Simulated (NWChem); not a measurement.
System: CHF$_{2}$NOSi; SMILES N#CO[SiH](F)F

Input file for NWChem:

```
start job
memory heap 200 mb stack 900 mb global 1100 mb
geometry units angstroms noautoz
  N      0.233126    -2.952897    -0.124425
  C     -0.110857    -1.865207     0.086140
  O     -0.519287    -0.675493     0.336570
  Si    -0.006682     0.779595    -0.329765
  F      1.423905     1.127773     0.284286
  F     -1.074402     1.836569     0.198238
  H      0.043961     0.709524    -1.792285
end
basis spherical
  * library 6-31g*
end
dft
  xc b3lyp
  iterations 150
  mulliken
end
task dft gradient
```

Parts of the log:

```
             Northwest Computational Chemistry Package (NWChem) 7.3.0
             --------------------------------------------------------

 C1  symmetry detected

                             Geometry "geometry" -> ""
                             -------------------------

 Output coordinates in angstroms (scale by  1.889725989 to convert to a.u.)

  No.       Tag          Charge          X              Y              Z
 ---- ---------------- ---------- -------------- -------------- --------------
    1 N                    7.0000     0.11253789    -2.98082221    -0.08585414
    2 C                    6.0000    -0.18506977    -1.87696730     0.11078124
    3 O                    8.0000    -0.54257406    -0.66795736     0.34622828
    4 Si                  14.0000     0.02309564     0.75485885    -0.34634599
    5 F                    9.0000     1.47188406     1.05348608     0.25089733
    6 F                    9.0000    -0.99614946     1.86232336     0.17391258
    7 H                    1.0000     0.05829553     0.66090930    -1.80797996

 Effective nuclear repulsion energy (a.u.)     288.9287747779

                                 NWChem DFT Module
                                 -----------------

 Summary of "ao basis" -> "ao basis" (spherical)
 ------------------------------------------------------------------------------
       Tag                 Description            Shells   Functions and Types
 ---------------- ------------------------------  ------  ---------------------
 N                           6-31g*                  6       14   3s2p1d
 C                           6-31g*                  6       14   3s2p1d
 O                           6-31g*                  6       14   3s2p1d
 Si                          6-31g*                  8       18   4s3p1d
 F                           6-31g*                  6       14   3s2p1d
 H                           6-31g*                  2        2   2s

            General Information
            -------------------
          SCF calculation type: DFT
          Wavefunction type:  closed shell.
          No. of atoms     :     7
          No. of electrons :    54
           Alpha electrons :    27
            Beta electrons :    27
          Charge           :     0
          Spin multiplicity:     1
          Use of symmetry is: off; symmetry adaption is: off
          Maximum number of iterations: 150
          AO basis - number of functions:    90
                     number of shells:    40
          Convergence on energy requested:  1.00D-06
          Convergence on density requested:  1.00D-05
          Convergence on gradient requested:  5.00D-04

              XC Information
              --------------
                         B3LYP Method XC Potential
                     Hartree-Fock (Exact) Exchange  0.200
                        Slater Exchange Functional  0.800 local
                    Becke 1988 Exchange Functional  0.720 non-local
              Lee-Yang-Parr Correlation Functional  0.810
                  VWN I RPA Correlation Functional  0.190 local

             Grid Information
             ----------------
          Grid used for XC integration:  medium
          Radial quadrature: Mura-Knowles
          Angular quadrature: Lebedev.
          Tag              B.-S. Rad. Rad. Pts. Rad. Cut. Ang. Pts.
          ---              ---------- --------- --------- ---------
          N                   0.65       49          11.0       434
          C                   0.70       49          10.0       434
          O                   0.60       49           8.0       434
          Si                  1.10       88           9.0       590
          F                   0.50       49          11.0       434
          H                   0.35       45          10.0       434
          Grid pruning is: on
          Number of quadrature shells:   378
          Spatial weights used:  Erf1

      Superposition of Atomic Density Guess
      -------------------------------------

 Sum of atomic energies:        -654.76854873

      Non-variational initial energy
      ------------------------------

 Total energy =    -656.535550
 1-e energy   =   -1481.788449
 2-e energy   =     536.324124
 HOMO         =      -0.386475
 LUMO         =       0.065886

     ---------------------------------------------
      Total Density - Mulliken Population Analysis
     ---------------------------------------------

    Atom       Charge   Shell Charges
 -----------   ------   -------------------------------------------------------
    1 N    7     7.96   2.00  0.89  2.49  0.96  1.58  0.03
    2 C    6     4.94   2.00  0.69  1.48  0.28  0.41  0.09
    3 O    8     8.63   2.00  0.90  2.97  0.91  1.83  0.01
    4 Si  14    12.25   2.00  2.00  5.97  0.72  0.96  0.18  0.16  0.25
    5 F    9     9.60   2.00  0.95  3.46  1.00  2.18  0.01
    6 F    9     9.59   2.00  0.95  3.46  1.00  2.18  0.01
    7 H    1     1.04   0.45  0.59

   convergence    iter        energy       DeltaE   RMS-Dens  Diis-err
 ---------------- ----- ----------------- --------- --------- ---------
 d= 0,ls=0.0,diis     1   -657.7782492718 -9.47D+02  2.24D-02  1.58D+00
 d= 0,ls=0.0,diis     2   -657.2616936227  5.17D-01  1.56D-02  6.50D+00
 d= 0,ls=0.0,diis     3   -657.9489551674 -6.87D-01  3.53D-03  2.14D-01
 d= 0,ls=0.0,diis     4   -657.9661526156 -1.72D-02  1.27D-03  5.86D-02
 d= 0,ls=0.0,diis     5   -657.9714453359 -5.29D-03  2.08D-04  9.09D-04
  Resetting Diis
 d= 0,ls=0.0,diis     6   -657.9715287932 -8.35D-05  4.19D-05  3.21D-05
 d= 0,ls=0.0,diis     7   -657.9715311418 -2.35D-06  4.12D-05  1.14D-05
 d= 0,ls=0.0,diis     8   -657.9715295048  1.64D-06  2.52D-05  3.04D-05
 d= 0,ls=0.0,diis     9   -657.9715321401 -2.64D-06  2.94D-06  2.20D-07
 d= 0,ls=0.0,diis    10   -657.9715321615 -2.14D-08  9.48D-07  1.52D-08

         Total DFT energy =     -657.971532161475
      One electron energy =    -1483.026376963722
           Coulomb energy =      599.407876151803
    Exchange-Corr. energy =      -63.281806127493
 Nuclear repulsion energy =      288.928774777937

 Numeric. integr. density =       53.999996870981

                       DFT Final Molecular Orbital Analysis
                       ------------------------------------

 Vector   25  Occ=2.000000D+00  E=-3.735894D-01
              MO Center=  1.6D-01, -3.1D+00, -1.2D-01, r^2= 8.7D-01
   Bfn.  Coefficient  Atom+Function         Bfn.  Coefficient  Atom+Function
  ----- ------------  ---------------      ----- ------------  ---------------
     4      0.452306  1 N  py                 6     -0.409295  1 N  s
     2     -0.272013  1 N  s                  8      0.258000  1 N  py
    18     -0.199003  2 C  py                16      0.176708  2 C  s
     3     -0.132767  1 N  px                 1      0.123301  1 N  s
    20      0.114212  2 C  s                  5      0.091342  1 N  pz

 Vector   26  Occ=2.000000D+00  E=-3.271143D-01
              MO Center= -9.7D-02, -2.2D+00,  4.1D-02, r^2= 1.8D+00
   Bfn.  Coefficient  Atom+Function         Bfn.  Coefficient  Atom+Function
  ----- ------------  ---------------      ----- ------------  ---------------
     3      0.301500  1 N  px                 5     -0.298590  1 N  pz
    17      0.242725  2 C  px                19     -0.237396  2 C  pz
    31     -0.204759  3 O  px                33      0.199771  3 O  pz
     7      0.183952  1 N  px                 9     -0.182137  1 N  pz
    35     -0.156222  3 O  px                37      0.153213  3 O  pz

 Vector   27  Occ=2.000000D+00  E=-3.191875D-01
              MO Center= -9.2D-02, -2.1D+00,  4.4D-02, r^2= 1.8D+00
   Bfn.  Coefficient  Atom+Function         Bfn.  Coefficient  Atom+Function
  ----- ------------  ---------------      ----- ------------  ---------------
     5      0.325981  1 N  pz                 3      0.314035  1 N  px
    33     -0.235827  3 O  pz                19      0.234037  2 C  pz
    17      0.225632  2 C  px                31     -0.221470  3 O  px
     9      0.198569  1 N  pz                37     -0.194059  3 O  pz
     7      0.190883  1 N  px                35     -0.180090  3 O  px

 Vector   28  Occ=0.000000D+00  E= 6.783589D-03
              MO Center=  1.2D-01, -1.7D-01, -2.8D-01, r^2= 3.9D+00
   Bfn.  Coefficient  Atom+Function         Bfn.  Coefficient  Atom+Function
  ----- ------------  ---------------      ----- ------------  ---------------
    52      0.849326  4 Si s                 54     -0.778814  4 Si py
    20      0.659811  2 C  s                  6     -0.644723  1 N  s
    34     -0.568751  3 O  s                 22     -0.427957  2 C  py
    90     -0.360612  7 H  s                 50     -0.324770  4 Si py
     8     -0.288358  1 N  py                30     -0.212803  3 O  s

 Vector   29  Occ=0.000000D+00  E= 1.438284D-02
              MO Center= -8.9D-02,  1.1D+00, -2.7D-01, r^2= 3.9D+00
   Bfn.  Coefficient  Atom+Function         Bfn.  Coefficient  Atom+Function
  ----- ------------  ---------------      ----- ------------  ---------------
    52      0.825544  4 Si s                 54      0.600294  4 Si py
    80     -0.508323  6 F  s                 90     -0.434724  7 H  s
    48      0.356985  4 Si s                 34     -0.281884  3 O  s
    20      0.275476  2 C  s                 66     -0.243969  5 F  s
    50      0.190654  4 Si py                44     -0.175715  4 Si s

 Vector   30  Occ=0.000000D+00  E= 1.952759D-02
              MO Center=  7.0D-02,  5.0D-01, -4.8D-01, r^2= 4.3D+00
   Bfn.  Coefficient  Atom+Function         Bfn.  Coefficient  Atom+Function
  ----- ------------  ---------------      ----- ------------  ---------------
    53      0.883305  4 Si px                66     -0.470347  5 F  s
    49      0.411535  4 Si px                54      0.179858  4 Si py
     9      0.168463  1 N  pz                80      0.168779  6 F  s
    23     -0.148606  2 C  pz                52      0.146388  4 Si s
    19     -0.142656  2 C  pz                45     -0.141788  4 Si px

     ---------------------------------------------
      Total Density - Mulliken Population Analysis
     ---------------------------------------------

    Atom       Charge   Shell Charges
 -----------   ------   -------------------------------------------------------
    1 N    7     7.29   2.00  0.85  2.26  0.87  1.27  0.04
    2 C    6     5.60   2.00  0.68  2.02  0.21  0.62  0.08
    3 O    8     8.50   2.00  0.89  2.98  0.94  1.67  0.02
    4 Si  14    12.82   2.00  2.00  5.96  0.82  1.40  0.05  0.18  0.41
    5 F    9     9.36   2.00  0.93  3.32  1.02  2.08  0.01
    6 F    9     9.36   2.00  0.93  3.32  1.02  2.08  0.01
    7 H    1     1.06   0.51  0.55

     -------------------------------------------
      Total Density - Lowdin Population Analysis
     -------------------------------------------

    Atom       Charge   Shell Charges
 -----------   ------   -------------------------------------------------------
    1 N    7     7.14   1.99  0.76  2.11  0.67  1.53  0.08
    2 C    6     5.97   1.98  0.52  1.79  0.34  1.14  0.20
    3 O    8     8.21   1.99  0.82  2.81  0.62  1.90  0.05
    4 Si  14    13.19   2.00  1.97  5.87  0.57  1.32  0.30  0.53  0.63
    5 F    9     9.23   1.99  0.93  3.18  0.85  2.26  0.02
    6 F    9     9.23   1.99  0.93  3.19  0.85  2.25  0.02
    7 H    1     1.03   0.50  0.53

     Multipole analysis of the density
     ---------------------------------

     L   x y z        total         alpha         beta         nuclear
     -   - - -        -----         -----         ----         -------
     0   0 0 0     -0.000000    -27.000000    -27.000000     54.000000

     1   1 0 0     -0.150830     -0.075415     -0.075415     -0.000000
     1   0 1 0      1.229699      0.614849      0.614849      0.000000
     1   0 0 1     -0.496555     -0.248277     -0.248277     -0.000000

     2   2 0 0    -29.468983    -70.244768    -70.244768    111.020552
     2   1 1 0      1.161975      0.264809      0.264809      0.632357
     2   1 0 1      0.036958      0.279929      0.279929     -0.522900
     2   0 2 0    -38.298206   -262.912416   -262.912416    487.526627
     2   0 1 1     -1.619948      0.739206      0.739206     -3.098361
     2   0 0 2    -26.826377    -25.681845    -25.681845     24.537313

            General Information
            -------------------
          SCF calculation type: DFT
          Wavefunction type:  closed shell.
          No. of atoms     :     7
          No. of electrons :    54
           Alpha electrons :    27
            Beta electrons :    27
          Charge           :     0
          Spin multiplicity:     1
          Use of symmetry is: off; symmetry adaption is: off
          Maximum number of iterations: 150
          AO basis - number of functions:    90
                     number of shells:    40
          Convergence on energy requested:  1.00D-06
          Convergence on density requested:  1.00D-05
          Convergence on gradient requested:  5.00D-04

              XC Information
              --------------
                         B3LYP Method XC Potential
                     Hartree-Fock (Exact) Exchange  0.200
                        Slater Exchange Functional  0.800 local
                    Becke 1988 Exchange Functional  0.720 non-local
              Lee-Yang-Parr Correlation Functional  0.810
                  VWN I RPA Correlation Functional  0.190 local

             Grid Information
             ----------------
          Grid used for XC integration:  medium
          Radial quadrature: Mura-Knowles
          Angular quadrature: Lebedev.
          Tag              B.-S. Rad. Rad. Pts. Rad. Cut. Ang. Pts.
          ---              ---------- --------- --------- ---------
          N                   0.65       49          11.0       434
          C                   0.70       49          10.0       434
          O                   0.60       49           8.0       434
          Si                  1.10       88           9.0       590
          F                   0.50       49          11.0       434
          H                   0.35       45          10.0       434
          Grid pruning is: on
          Number of quadrature shells:   378
          Spatial weights used:  Erf1

          Convergence Information
          -----------------------
          Convergence aids based upon iterative change in
          total energy or number of iterations.
          Levelshifting, if invoked, occurs when the
          HOMO/LUMO gap drops below (HL_TOL):  1.00D-02
          DIIS, if invoked, will attempt to extrapolate
          using up to (NFOCK): 10 stored Fock matrices.

                    Damping( 0%)  Levelshifting(0.5)       DIIS
                  --------------- ------------------- ---------------
          dE  on:    start            ASAP                start
          dE off:    2 iters        150 iters           150 iters

                            NWChem DFT Gradient Module
                            --------------------------

  charge          =   0.00
  wavefunction    = closed shell

                         DFT ENERGY GRADIENTS

    atom               coordinates                        gradient
                 x          y          z           x          y          z
   1 N       0.212666  -5.632937  -0.162241   -0.002580   0.011001   0.001613
   2 C      -0.349731  -3.546954   0.209346   -0.002039  -0.000079   0.002187
   3 O      -1.025316  -1.262256   0.654277    0.005409  -0.013133  -0.003381
   4 Si      0.043644   1.426476  -0.654499   -0.002773  -0.003498  -0.004083
   5 F       2.781458   1.990800   0.474127    0.005217   0.000773   0.002368
   6 F      -1.882450   3.519281   0.328647   -0.003604   0.004632   0.002117
   7 H       0.110163   1.248937  -3.416587    0.000369   0.000305  -0.000821
```

Level: B3LYP/6-31G* (spherical d). The geometry was optimised at PBE0/def2-SVP.
